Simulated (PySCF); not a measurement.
CH$_{5}$AlSe (SMILES [CH3][AlH][SeH]), singlet, geometry from GFN2-xTB (such geometries of metal compounds can be far from the true shape), with bond 8-7 at 1.8 times its length.

Here is a job for PySCF.
```python
from pyscf import gto, scf, mcscf
import numpy

mol = gto.Mole()
mol.atom = '''
    Al    0.03162148   -0.66146479    1.02193501
    H    -1.24123341   -1.33780731    1.57306664
    C     1.79830464   -0.79970951    1.90140242
    H     1.76009954   -1.40617865    2.81294881
    H     2.19800090    0.18182988    2.18689304
    H     2.55362011   -1.25339300    1.24691682
    Se   -0.43127316    0.50372605   -0.93228761
    H    -2.90957375   -0.24788838   -0.72227914
'''
mol.basis = '6-31g'
mol.verbose = 4
mol.build()

mf = scf.RHF(mol)
mf.kernel()
mc = mcscf.CASSCF(mf, 3, 4)
mc.fix_spin_(ss=0.0)
mc.kernel()
occ = numpy.linalg.eigvalsh(mc.fcisolver.make_rdm1(mc.ci, mc.ncas, mc.nelecas))[::-1]
ss = mc.fcisolver.spin_square(mc.ci, mc.ncas, mc.nelecas)[0]
print('natural occupations', occ.round(4), ' <S^2>', round(ss, 4))
```

### Question
What SCF-reference Mulliken (on the basis functions themselves) charges in atom order does CASSCF(4,3)/6-31G (PySCF) give?

### Answer
Al1 0.92, H2 -0.24, C3 -0.93, H4 0.19, H5 0.19, H6 0.19, Se7 -0.36, H8 0.05

### Question
Give the SCF-reference HOMO energy at the level CASSCF(4,3)/6-31G.

### Answer
-9.67 eV

### Question
Predict the SCF-reference dipole moment from CASSCF(4,3)/6-31G.

### Answer
2.47 D

### Question
Predict the SCF-reference HOMO-LUMO gap from CASSCF(4,3)/6-31G.

### Answer
8.44 eV

### Question
Predict the number of basis functions from CASSCF(4,3)/6-31G.

### Answer
59
